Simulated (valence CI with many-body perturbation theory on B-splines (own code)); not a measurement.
The numbers below are computed, except where a source is named.
## Mn9+: configurations and terms from energies and g

Method: configuration interaction combined with many-body perturbation theory (CI+MBPT): six valence electrons over a frozen Dirac-Fock core [Ne], radial functions for each j: 9 s, 9 p, 8 d, 6 f, 3 g, 1 h, with the one-electron correlation potential Σ1 (screened to all orders), the two-electron term Σ2, the three-electron term Σ3, Breit, model QED; selected single and double excitations, second order for the rest, scaled by the run's own slope (own B-spline code, finite nucleus).

No measured spectrum was set against this ion. As an estimate, levels of excited configurations hold to 0.05 to 0.15 % of their energy, terms of the ground configuration to about 0.5 %. Among the levels kept, up to 1600 cm⁻¹ of a level comes from second order outside the variational space, and about a tenth of that is noise between levels of different J, which matters for small intervals.

```
No.  J  Parity  E (cm⁻¹)      g
  1  2    even         0  1.483
  2  1    even     10020  1.500
  4  2    even     33989  1.017
  6  2     odd    260920  1.500
  7  1     odd    268740  1.496
 11  1     odd    357450  1.497
 12  2     odd    357640  1.495
 13  3     odd    357920  1.494
 14  4     odd    358610  1.496
 15  2     odd    381710  1.105
 16  3     odd    383300  1.321
 17  1     odd    384620  0.504
 18  2     odd    390610  0.735
 20  3     odd    393340  1.095
```

Energies count from the lowest level. Strongly mixed levels and levels close to another of their J and parity, and those with J = 0 are left out, so the numbers can have gaps.

Task: Give configuration and LS term of each level.

Result: 1: 3s2 3p4 3P; 2: 3s2 3p4 3P; 4: 3s2 3p4 1D; 6: 3s 3p5 3P°; 7: 3s 3p5 3P°; 11: 3s2 3p3 3d 5D°; 12: 3s2 3p3 3d 5D°; 13: 3s2 3p3 3d 5D°; 14: 3s2 3p3 3d 5D°; 15: 3s2 3p3 3d 3D°; 16: 3s2 3p3 3d 3D°; 17: 3s2 3p3 3d 3D°; 18: 3s2 3p3 3d 3F°; 20: 3s2 3p3 3d 3F°.
